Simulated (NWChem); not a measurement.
System: C2H7Al; SMILES [CH3][AlH][CH3]

Here is an NWChem input.

```
start job
memory heap 200 mb stack 900 mb global 1100 mb
geometry units angstroms noautoz
  Al    -0.000001    -0.000058     0.479338
  C     -1.734207     0.115515    -0.448640
  H     -2.388555    -0.719592    -0.160943
  H     -1.651802     0.109646    -1.541530
  H     -2.271551     1.030498    -0.161549
  C      1.734206    -0.115501    -0.448653
  H      2.388392     0.719796    -0.161133
  H      1.651779    -0.109850    -1.541542
  H      2.271740    -1.030318    -0.161392
  H     -0.000001    -0.000140     2.079207
end
basis spherical
  * library 6-31+g*
end
dft
  xc xpbe96 cpbe96
  iterations 150
end
tddft
  nroots 8
end
task tddft energy
```

Excerpt of the output:

```
             Northwest Computational Chemistry Package (NWChem) 7.3.0
             --------------------------------------------------------

 C2V symmetry detected

                             Geometry "geometry" -> ""
                             -------------------------

 Output coordinates in angstroms (scale by  1.889725989 to convert to a.u.)

  No.       Tag          Charge          X              Y              Z
 ---- ---------------- ---------- -------------- -------------- --------------
    1 Al                  13.0000     0.00000000     0.00000000     0.50437694
    2 C                    6.0000    -1.73804899     0.00000000    -0.42360756
    3 H                    1.0000    -2.33523297    -0.87699853    -0.13621532
    4 H                    1.0000    -1.65543239     0.00000000    -1.51649705
    5 H                    1.0000    -2.33523297     0.87699853    -0.13621532
    6 C                    6.0000     1.73804899    -0.00000000    -0.42360756
    7 H                    1.0000     2.33523297     0.87699853    -0.13621532
    8 H                    1.0000     1.65543239    -0.00000000    -1.51649705
    9 H                    1.0000     2.33523297    -0.87699853    -0.13621532
   10 H                    1.0000     0.00000000     0.00000000     2.10424594

 Effective nuclear repulsion energy (a.u.)      95.6548179760

      Symmetry information
      --------------------

 Group name             C2v
 Group number             16
 Group order               4
 No. of unique centers     5

  pbe96 is a nonlocal functional; adding pw91lda local functional.

                                 NWChem DFT Module
                                 -----------------

 Summary of "ao basis" -> "ao basis" (spherical)
 ------------------------------------------------------------------------------
       Tag                 Description            Shells   Functions and Types
 ---------------- ------------------------------  ------  ---------------------
 Al                         6-31+g*                 10       22   5s4p1d
 C                          6-31+g*                  8       18   4s3p1d
 H                          6-31+g*                  2        2   2s

      Symmetry analysis of basis
      --------------------------

        a1         30
        a2          8
        b1         22
        b2         12

            General Information
            -------------------
          SCF calculation type: DFT
          Wavefunction type:  closed shell.
          No. of atoms     :    10
          No. of electrons :    32
           Alpha electrons :    16
            Beta electrons :    16
          Charge           :     0
          Spin multiplicity:     1
          Use of symmetry is: off; symmetry adaption is: on
          Maximum number of iterations: 150
          AO basis - number of functions:    72
                     number of shells:    40
          Convergence on energy requested:  1.00D-06
          Convergence on density requested:  1.00D-05
          Convergence on gradient requested:  5.00D-04

              XC Information
              --------------
          PerdewBurkeErnzerhof Exchange Functional  1.000
            Perdew 1991 LDA Correlation Functional  1.000 local
           PerdewBurkeErnz. Correlation Functional  1.000 non-local

             Grid Information
             ----------------
          Grid used for XC integration:  medium
          Radial quadrature: Mura-Knowles
          Angular quadrature: Lebedev.
          Tag              B.-S. Rad. Rad. Pts. Rad. Cut. Ang. Pts.
          ---              ---------- --------- --------- ---------
          Al                  1.25       88          11.0       590
          C                   0.70       49          13.0       434
          H                   0.35       45          13.0       434
          Grid pruning is: on
          Number of quadrature shells:   501
          Spatial weights used:  Erf1

      Superposition of Atomic Density Guess
      -------------------------------------

 Sum of atomic energies:        -320.67346139

      Non-variational initial energy
      ------------------------------

 Total energy =    -322.058424
 1-e energy   =    -630.150852
 2-e energy   =     212.437610
 HOMO         =      -0.339321
 LUMO         =       0.000948

      Symmetry analysis of molecular orbitals - initial
      -------------------------------------------------

[...]

                                NWChem TDDFT Module
                                -------------------

            General Information
            -------------------
           No. of orbitals :     144
            Alpha orbitals :      72
             Beta orbitals :      72
        Alpha frozen cores :       0
         Beta frozen cores :       0
     Alpha frozen virtuals :       0
      Beta frozen virtuals :       0
         Spin multiplicity :       1
    Number of AO functions :      72
        Use of symmetry is : off
      Symmetry adaption is : on
         Schwarz screening :  0.10D-07

              XC Information
              --------------
   PerdewBurkeErnzerhof Exchange Functional   1.00
     Perdew 1991 LDA Correlation Functional   1.00 local
    PerdewBurkeErnz. Correlation Functional   1.00 non-local

             TDDFT Information
             -----------------
          Calculation type : TDDFT
         Wavefunction type : Restricted singlets & triplets
          No. of electrons :      32
           Alpha electrons :      16
            Beta electrons :      16
              No. of roots :       8
          Max subspacesize :    5600
            Max iterations :     100
               Target root :       1
           Target symmetry : none
      Symmetry restriction : off
                 Algorithm : Optimal
        Davidson threshold :  0.10D-03

    8 smallest eigenvalue differences (eV)
--------------------------------------------------------
  No. Spin  Occ  Vir  Irrep   E(Occ)    E(Vir)   E(Diff)
--------------------------------------------------------
    1    1   16   17 a2       -0.238    -0.061     4.811
    2    1   15   17 b2       -0.243    -0.061     4.954
    3    1   16   18 b1       -0.238    -0.024     5.803
    4    1   15   18 a1       -0.243    -0.024     5.947
    5    1   16   19 a1       -0.238     0.000     6.469
    6    1   15   19 b1       -0.243     0.000     6.613
    7    1   16   20 b1       -0.238     0.023     7.107
    8    1   15   20 a1       -0.243     0.023     7.251
--------------------------------------------------------

  Entering Davidson iterations
  Restricted singlet excited states

  Iter   NTrls   NConv    DeltaV     DeltaE      Time
  ----  ------  ------  ---------  ---------  ---------
    1      8       0     0.10E+00   0.10+100        5.5
    2     16       0     0.30E-01   0.47E-02        4.1
    3     32       0     0.86E-02   0.33E-03        7.6
    4     48       0     0.31E-02   0.47E-04        7.9
    5     64       0     0.18E-02   0.56E-05        7.8
    6     80       1     0.83E-03   0.16E-05        7.4
    7     94       3     0.45E-03   0.30E-06        6.8
    8    104       6     0.20E-03   0.79E-07        4.7
    9    108       7     0.14E-03   0.10E-07        3.0
   10    110       8     0.89E-04   0.68E-08        2.2
  ----  ------  ------  ---------  ---------  ---------
  Convergence criterion met

  Ground state a1       -322.568862747405 a.u.

  ----------------------------------------------------------------------------
  Root   1 singlet a2             0.178930873 a.u.                4.8690 eV
  ----------------------------------------------------------------------------
     Transition Moments    X  0.00000   Y -0.00000   Z  0.00000
     Dipole Oscillator Strength                    0.0000000000
     Electric Quadrupole                           0.0000000515
     Magnetic Dipole                               0.0000019474
     Total Oscillator Strength                     0.0000019989

     Occ.   16  b1  ---  Virt.   17  b2  -0.99901 X
  ----------------------------------------------------------------------------
  Root   2 singlet b2             0.184855404 a.u.                5.0302 eV
  ----------------------------------------------------------------------------
     Transition Moments    X -0.00000   Y  0.14263   Z  0.00000
     Dipole Oscillator Strength                    0.0025072115
     Electric Quadrupole                           0.0000001229
     Magnetic Dipole                               0.0000021973
     Total Oscillator Strength                     0.0025095318

     Occ.   15  a1  ---  Virt.   17  b2  -0.99941 X
  ----------------------------------------------------------------------------
  Root   3 singlet b1             0.218192230 a.u.                5.9373 eV
  ----------------------------------------------------------------------------
     Transition Moments    X  0.88328   Y  0.00000   Z  0.00000
     Dipole Oscillator Strength                    0.1134874772
     Electric Quadrupole                           0.0000001629
     Magnetic Dipole                               0.0000000563
     Total Oscillator Strength                     0.1134876964

     Occ.   15  a1  ---  Virt.   19  b1   0.08199 X
     Occ.   16  b1  ---  Virt.   18  a1   0.98843 X
     Occ.   16  b1  ---  Virt.   22  a1  -0.05432 X
     Occ.   16  b1  ---  Virt.   24  a1  -0.06050 X
  ----------------------------------------------------------------------------
  Root   4 singlet a1             0.223630389 a.u.                6.0853 eV
  ----------------------------------------------------------------------------
     Transition Moments    X  0.00000   Y  0.00000   Z -0.31607
     Dipole Oscillator Strength                    0.0148936213
     Electric Quadrupole                           0.0000001147
     Magnetic Dipole                               0.0000000000
     Total Oscillator Strength                     0.0148937360

[...]
```

Level: PBE/6-31+G* (spherical d), full TDDFT. All runs use the structure optimised with B3LYP/6-31G* (spherical d).
